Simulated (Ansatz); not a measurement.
A short molecular-dynamics run on B(NH3)Cl3 (BNCl3H3).

```yaml
crystal:
  periodic: [false, false, false]
  atoms:
    - {symbol: B, position_ang: [-0.002154, 0.002562, -0.766274]}
    - {symbol: N, position_ang: [0.002396, -0.002857, 0.853249]}
    - {symbol: H, position_ang: [-0.957947, 0.020106, 1.205758]}
    - {symbol: H, position_ang: [0.504935, 0.816461, 1.204274]}
    - {symbol: H, position_ang: [0.463155, -0.848610, 1.198864]}
    - {symbol: Cl, position_ang: [1.764392, -0.032169, -1.237054]}
    - {symbol: Cl, position_ang: [-0.855968, 1.553259, -1.224391]}
    - {symbol: Cl, position_ang: [-0.918820, -1.508743, -1.234426]}
basis:
  gaussian: {orbitals: def2-SVP}
hamiltonian: {xc: {name: PBE}, dispersion: d4}
md: {timestep: 2 fs, n_steps: 15, ensemble: nve, temperature: 700, initial_velocities: maxwell_boltzmann, seed: 833}
scf: {omitted_lower_state_checks: [starts]}
```

```sh
$ ansatz run in.yaml --threads 4 --pin off --events-out ev --progress --plain --max-ram 3916MiB
```

```csv
step,time (fs),potential energy (eV),kinetic (eV),T (K),conserved (eV)
0,0.0,-39756.0797,0.5429,700,-39755.5369
1,2.0,-39755.9826,0.4693,605,-39755.5133
2,4.0,-39755.9174,0.3857,497,-39755.5317
3,6.0,-39755.7454,0.2345,302,-39755.5109
4,8.0,-39755.7056,0.1821,235,-39755.5235
5,10.0,-39755.6526,0.1369,176,-39755.5157
6,12.0,-39755.6922,0.1678,216,-39755.5243
7,14.0,-39755.7459,0.2204,284,-39755.5255
8,16.0,-39755.7530,0.2361,304,-39755.5169
9,18.0,-39755.8104,0.2745,354,-39755.5358
10,20.0,-39755.7349,0.2281,294,-39755.5068
11,22.0,-39755.7756,0.2445,315,-39755.5311
12,24.0,-39755.7395,0.2271,293,-39755.5125
13,26.0,-39755.8142,0.2918,376,-39755.5224
14,28.0,-39755.8780,0.3535,456,-39755.5244
15,30.0,-39755.9327,0.4111,530,-39755.5215
```

Velocities are drawn at the set temperature; a run this short doesn't reach equilibrium.

Frames (Å, forces in eV/Å):

```xyz
8
time=0.0 fs
B    -0.002    0.003   -0.766    0.000    0.000   -0.110
N     0.002   -0.003    0.853    0.000    0.001   -0.127
H    -0.958    0.020    1.206   -0.357    0.008    0.142
H     0.505    0.816    1.204    0.187    0.305    0.141
H     0.463   -0.849    1.199    0.172   -0.315    0.139
Cl    1.764   -0.032   -1.237    0.258   -0.005   -0.062
Cl   -0.856    1.553   -1.224   -0.125    0.227   -0.060
Cl   -0.919   -1.509   -1.234   -0.134   -0.221   -0.062
8
time=2.0 fs
B     0.016    0.007   -0.764   -0.731   -0.283   -0.376
N    -0.002   -0.010    0.826   -1.130    1.032   -0.030
H    -0.951    0.032    1.239    0.040   -0.258   -0.228
H     0.468    0.830    1.127    0.612    0.908    0.422
H     0.507   -0.789    1.171    0.778   -1.515    0.690
Cl    1.754   -0.032   -1.232    0.735    0.000   -0.167
Cl   -0.852    1.545   -1.220   -0.170    0.426   -0.134
Cl   -0.917   -1.502   -1.231   -0.134   -0.309   -0.176
8
time=4.0 fs
B     0.032    0.011   -0.762   -1.383   -0.547   -0.629
N    -0.010   -0.014    0.799    0.675    0.806    1.708
H    -0.942    0.034    1.264    0.226   -0.410   -0.458
H     0.455    0.878    1.065    0.060   -0.201    0.193
H     0.581   -0.788    1.170   -0.420    0.145   -0.005
Cl    1.745   -0.032   -1.228    1.227    0.001   -0.298
Cl   -0.848    1.537   -1.216   -0.229    0.626   -0.214
Cl   -0.915   -1.495   -1.229   -0.156   -0.420   -0.297
8
time=6.0 fs
B     0.043    0.012   -0.763   -1.855   -0.741   -0.834
N    -0.016   -0.016    0.777    2.294    0.843    2.674
H    -0.925    0.021    1.271   -0.068   -0.409   -0.399
H     0.445    0.918    1.011   -0.329   -0.979    0.155
H     0.638   -0.781    1.169   -1.205    1.024   -0.452
Cl    1.738   -0.031   -1.223    1.667    0.000   -0.434
Cl   -0.845    1.530   -1.213   -0.301    0.815   -0.301
Cl   -0.914   -1.489   -1.226   -0.203   -0.551   -0.409
8
time=8.0 fs
B     0.047    0.011   -0.767   -2.094   -0.837   -0.955
N    -0.015   -0.016    0.762    2.052    1.037    2.417
H    -0.910   -0.008    1.263   -0.418   -0.327   -0.251
H     0.421    0.921    0.963   -0.166   -0.516    0.410
H     0.650   -0.735    1.150   -0.699    0.369   -0.169
Cl    1.732   -0.031   -1.219    1.986   -0.004   -0.548
Cl   -0.842    1.524   -1.209   -0.383    0.983   -0.396
Cl   -0.912   -1.483   -1.224   -0.276   -0.703   -0.508
8
time=10.0 fs
B     0.044    0.007   -0.774   -2.021   -0.816   -0.918
N    -0.009   -0.012    0.753   -0.183    1.297    1.455
H    -0.911   -0.050    1.245   -0.280   -0.192   -0.295
H     0.392    0.904    0.930    0.300    0.816    0.762
H     0.634   -0.674    1.125    0.908   -1.342    0.706
Cl    1.728   -0.031   -1.216    2.133   -0.010   -0.629
Cl   -0.839    1.518   -1.206   -0.476    1.129   -0.492
Cl   -0.911   -1.478   -1.223   -0.381   -0.882   -0.590
8
time=12.0 fs
B     0.034    0.000   -0.785   -1.578   -0.651   -0.633
N    -0.003   -0.006    0.749   -0.332    0.615    1.587
H    -0.923   -0.099    1.216    0.058   -0.007   -0.317
H     0.373    0.918    0.927    0.215    0.877    0.796
H     0.654   -0.666    1.127    0.645   -0.972    0.494
Cl    1.726   -0.031   -1.213    2.102   -0.021   -0.689
Cl   -0.837    1.514   -1.204   -0.586    1.258   -0.582
Cl   -0.911   -1.474   -1.222   -0.526   -1.099   -0.658
8
time=14.0 fs
B     0.018   -0.009   -0.798   -0.834   -0.315   -0.161
N     0.001    0.003    0.749    1.293    0.095    2.315
H    -0.932   -0.148    1.175    0.180    0.152   -0.131
H     0.364    0.966    0.954   -0.350   -0.527    0.448
H     0.698   -0.694    1.148   -0.808    0.629   -0.374
Cl    1.727   -0.031   -1.212    1.919   -0.039   -0.731
Cl   -0.835    1.512   -1.202   -0.697    1.358   -0.657
Cl   -0.911   -1.471   -1.222   -0.704   -1.354   -0.708
8
time=16.0 fs
B    -0.001   -0.019   -0.811    0.030    0.171    0.323
N     0.010    0.012    0.755    1.364    0.007    2.112
H    -0.935   -0.192    1.128    0.157    0.248    0.120
H     0.340    0.993    0.998   -0.503   -1.094    0.153
H     0.711   -0.698    1.155   -1.007    0.953   -0.510
Cl    1.730   -0.030   -1.210    1.634   -0.068   -0.748
Cl   -0.835    1.510   -1.201   -0.785    1.402   -0.712
Cl   -0.912   -1.470   -1.223   -0.891   -1.620   -0.738
8
time=18.0 fs
B    -0.020   -0.029   -0.823    0.842    0.719    0.709
N     0.022    0.020    0.767   -0.430   -0.031    0.914
H    -0.932   -0.226    1.087    0.137    0.283    0.304
H     0.297    0.979    1.048   -0.157   -0.250    0.165
H     0.686   -0.666    1.142    0.186   -0.149    0.135
Cl    1.735   -0.030   -1.210    1.307   -0.105   -0.741
Cl   -0.835    1.511   -1.201   -0.836    1.381   -0.745
Cl   -0.913   -1.471   -1.224   -1.048   -1.848   -0.742
8
time=20.0 fs
B    -0.036   -0.036   -0.833    1.488    1.184    0.977
N     0.033    0.029    0.782   -2.204   -0.278   -0.421
H    -0.924   -0.249    1.057    0.034    0.216    0.448
H     0.249    0.955    1.104    0.263    1.016    0.379
H     0.668   -0.639    1.134    1.419   -1.342    0.795
Cl    1.741   -0.030   -1.211    0.985   -0.140   -0.716
Cl   -0.836    1.513   -1.201   -0.852    1.311   -0.750
Cl   -0.916   -1.473   -1.226   -1.132   -1.966   -0.711
8
time=22.0 fs
B    -0.047   -0.039   -0.839    1.888    1.426    1.145
N     0.037    0.037    0.795   -0.754   -1.045    0.271
H    -0.914   -0.264    1.044   -0.166    0.050    0.579
H     0.210    0.970    1.175    0.222    0.267   -0.019
H     0.704   -0.664    1.157    0.051    0.158    0.073
Cl    1.748   -0.031   -1.212    0.703   -0.165   -0.683
Cl   -0.838    1.516   -1.203   -0.839    1.218   -0.730
Cl   -0.920   -1.478   -1.229   -1.104   -1.908   -0.637
8
time=24.0 fs
B    -0.051   -0.037   -0.841    1.980    1.396    1.203
N     0.040    0.042    0.810    0.144   -0.923    1.152
H    -0.910   -0.277    1.053   -0.041   -0.017    0.546
H     0.180    0.996    1.246    0.132   -0.920   -0.653
H     0.742   -0.683    1.182   -0.943    1.183   -0.425
Cl    1.756   -0.031   -1.214    0.464   -0.174   -0.623
Cl   -0.841    1.521   -1.205   -0.788    1.099   -0.687
Cl   -0.926   -1.484   -1.233   -0.947   -1.644   -0.512
8
time=26.0 fs
B    -0.048   -0.030   -0.839    1.773    1.132    1.154
N     0.043    0.044    0.827   -0.643   -0.700    0.959
H    -0.909   -0.290    1.083    0.290    0.018    0.343
H     0.155    0.986    1.291    0.228   -0.755   -0.727
H     0.744   -0.656    1.191   -0.536    0.724   -0.224
Cl    1.764   -0.032   -1.217    0.262   -0.163   -0.532
Cl   -0.844    1.526   -1.208   -0.695    0.950   -0.625
Cl   -0.932   -1.493   -1.238   -0.678   -1.206   -0.348
8
time=28.0 fs
B    -0.038   -0.019   -0.833    1.361    0.720    1.027
N     0.045    0.045    0.847   -2.230   -0.495   -0.396
H    -0.896   -0.303    1.127    0.276   -0.030    0.156
H     0.139    0.947    1.308    0.388    0.679   -0.159
H     0.725   -0.602    1.192    1.021   -0.839    0.494
Cl    1.773   -0.032   -1.220    0.095   -0.135   -0.418
Cl   -0.849    1.533   -1.211   -0.563    0.776   -0.540
Cl   -0.939   -1.503   -1.242   -0.349   -0.676   -0.165
8
time=30.0 fs
B    -0.024   -0.005   -0.823    0.850    0.257    0.874
N     0.040    0.044    0.866   -1.542   -0.936   -0.773
H    -0.872   -0.317    1.176   -0.174   -0.191    0.134
H     0.137    0.934    1.319    0.380    1.310    0.108
H     0.746   -0.580    1.211    0.935   -0.780    0.371
Cl    1.782   -0.033   -1.224   -0.033   -0.094   -0.299
Cl   -0.854    1.541   -1.215   -0.403    0.587   -0.431
Cl   -0.946   -1.513   -1.247   -0.015   -0.152    0.016
```

Run time 15 s (4 threads of Arm Neoverse V1 on a shared host).
